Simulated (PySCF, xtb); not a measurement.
Pair of molecules: HCl (SMILES Cl) (first 2 atoms) with C2H6O (SMILES COC); geometry from B3LYP-D3(BJ)/def2-TZVP, rigid monomers moved along the line of their centres of mass till Cl1···O4 is 4.32 Å.
(charge 0, multiplicity 1):
```xyz
11

Cl    -0.42479     0.48823     0.35487
H     -1.11215     0.83490    -0.67176
C      0.09950    -1.45365     4.65672
O      1.04866    -0.47209     4.30279
C      0.80376     0.76651     4.93171
H     -0.91474    -1.15115     4.36663
H      0.11152    -1.64889     5.73714
H      0.36230    -2.36710     4.12568
H     -0.17907     1.16792     4.65377
H      1.57591     1.45856     4.59959
H      0.84842     0.67448     6.02492
```

Interaction energies are E(AB) − E(A) − E(B) at the monomers' geometry in the complex; basis-set methods are counterpoise corrected.

Rows in 6-31G* carry no dispersion term and start afresh at each structure (6-31G* with six Cartesian d functions). MP2/6-31G* freezes PySCF's default core.

Programs: PySCF for 6-31G* rows; xtb for the GFN methods. 

Question: Give the interaction energy at the level GFN2-xTB.

Answer: -0.3 kcal/mol
